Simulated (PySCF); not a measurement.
Gas-phase equilibrium of 1 mol H₂S, 0.63 mol SO₂ at 800 K and 10.0 bar, among 21 species (S₂O, SO₂, O₂, O, S₂, S₆, HO₂, H₂S₂, H₂O, H, H₂O₂, H₂S, O₃, SO, SH, H₂, S₈, S, SO₃, H₂SO₄, OH). Only gases are allowed; each row takes one source of thermochemistry for all species, and Cantera finds the minimum.

Method: PySCF energies (xtb for GFN2) plus ideal-gas RRHO corrections (1 bar). S°(298 K) at PBE0/def2-TZVP differs from the NASA 1993 table for S₈ (-8 J/mol/K); whether the harmonic model or the table's entry is off was not settled. † marks an energy on the PBE0/def2-TZVP geometry and frequencies; other levels use their own. Open shells (unrestricted) among the columns below: S₂ (multiplicity 3); the rest are closed-shell singlets. GFN2 has no spin-polarisation term. No R ln 2 is added for the mirror-image form of H₂S₂, H₂SO₄. The harmonic model lacks anharmonicity and excited electronic states, which grow with temperature; levels with a mode under 35 cm⁻¹ are left out. Internal rotation in H₂S₂, H₂SO₄ is treated as a harmonic vibration of one conformer, which makes the entropy rough. Soft modes under 120 cm⁻¹ make the harmonic entropy rough for S₈.

Molecules larger than those listed are left out.

Mole fractions:

```csv
thermochemistry,x H₂O,x H₂S,x SO₂,x S₈,x S₆,x S₂,x H₂SO₄,x H₂S₂
GFN2-xTB,0.67,0.063,0.11,0.097,0.044,8.7e-5,0.017,0.00096
M06-2X/def2-TZVP†,0.65,0.050,0.12,0.051,0.080,0.047,2.5e-8,0.00086
PBE/def2-TZVP†,0.51,0.19,0.18,0.079,0.0099,0.031,8.5e-11,0.0013
PBE0/def2-TZVP,0.59,0.099,0.14,0.067,0.031,0.076,3.1e-8,0.0014
ωB97M-V/def2-TZVP†,0.44,0.24,0.21,0.029,0.065,0.015,3.7e-9,0.0036
ωB97X-V/def2-TZVP†,0.35,0.31,0.24,0.021,0.046,0.034,2.6e-8,0.0055
```
The most sensitive of these is H₂SO₄: it spans a factor of 10^8.3 over these rows; at this temperature one factor of ten is RT ln 10 = 15 kJ/mol.
